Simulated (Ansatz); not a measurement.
`[MgH][N]([SiH3])[SiH3]` + silanol → `[MgH][O][SiH3]` + `[SiH3]N[SiH3]`  (ligand exchange at a Mg–N bond)

Program: Ansatz. Geometries: PBE0-D4/def2-TZVP. ΔE: electronic, gas phase. CCSD(T)/CBS adds triple-zeta CCSD(T) − MP2 to the extrapolated MP2 energy (def2 sets, frozen cores). This one scheme is used for every species. Functionals use def2-TZVPP. B3LYP here is the variant with VWN-RPA as its local correlation; programs differ in this. HSE06 is defined as in plane-wave codes. For Mg outer-core shells are correlated without core-valence functions, which leaves a few kJ/mol of doubt a bond.

```json
{"level": "PBE-D4", "ΔE (kcal/mol)": "-13.1", "difference from CCSD(T)/CBS": "1.3"}
{"level": "r2SCAN-D4", "ΔE (kcal/mol)": "-14.3", "difference from CCSD(T)/CBS": "0.1"}
{"level": "PBE0-D4", "ΔE (kcal/mol)": "-13.6", "difference from CCSD(T)/CBS": "0.8"}
{"level": "HSE06-D4", "ΔE (kcal/mol)": "-13.5", "difference from CCSD(T)/CBS": "0.9"}
{"level": "ωB97M-V", "ΔE (kcal/mol)": "-14.9", "difference from CCSD(T)/CBS": "-0.5"}
{"level": "PBE", "ΔE (kcal/mol)": "-13.8", "difference from CCSD(T)/CBS": "0.6"}
{"level": "r2SCAN", "ΔE (kcal/mol)": "-14.5", "difference from CCSD(T)/CBS": "-0.1"}
{"level": "PBE0", "ΔE (kcal/mol)": "-14.3", "difference from CCSD(T)/CBS": "0.1"}
{"level": "B3LYP", "ΔE (kcal/mol)": "-16.6", "difference from CCSD(T)/CBS": "-2.2"}
{"level": "HSE06", "ΔE (kcal/mol)": "-14.1", "difference from CCSD(T)/CBS": "0.3"}
{"level": "BHLYP", "ΔE (kcal/mol)": "-17.2", "difference from CCSD(T)/CBS": "-2.8"}
{"level": "HF/def2-SVP", "ΔE (kcal/mol)": "-20.5", "difference from CCSD(T)/CBS": "-6.1"}
{"level": "HF/def2-TZVPP", "ΔE (kcal/mol)": "-18.0", "difference from CCSD(T)/CBS": "-3.6"}
{"level": "CCSD/def2-TZVPP", "ΔE (kcal/mol)": "-14.9", "difference from CCSD(T)/CBS": "-0.5"}
{"level": "HF/def2-QZVPP", "ΔE (kcal/mol)": "-18.3", "difference from CCSD(T)/CBS": "-3.9"}
{"level": "CCSD/CBS(def2)", "ΔE (kcal/mol)": "-15.2", "difference from CCSD(T)/CBS": "-0.8"}
{"level": "CCSD(T)/CBS", "ΔE (kcal/mol)": "-14.4", "difference from CCSD(T)/CBS": "0"}
```

Largest T1 diagnostic among the species: 0.011.

In def2-TZVPP, CCSD(T) changes the Hartree–Fock value by +3.9 kcal/mol (the triples alone add +0.8 kcal/mol) and MP2 by +3.7 kcal/mol. At CCSD(T), def2-SVP lies −2.7 kcal/mol from the extrapolated value and def2-TZVPP +0.3 kcal/mol.
